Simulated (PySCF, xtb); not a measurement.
C2H5ClOSi, SMILES O(C=C)[SiH2]Cl.

GFN2-xTB in xtb at its own geometry gives an orbital gap of 5.12 eV and a dipole moment of 2.72 D.

The structure is a stationary point at B3LYP-D3(BJ)/def2-SVP. A frequency run showed that this geometry is not a minimum. The structure was generated by enumeration, and PubChem lists no compound with its InChIKey, so it may never have been made. The values are those of a single conformer.

Question: What does PBE/def2-TZVP run with PySCF give? (Estimate from the structure and the level; the computed values follow.)

Answer: gap 5.07 eV (levels -5.93 and -0.85 eV), dipole 1.62 D.
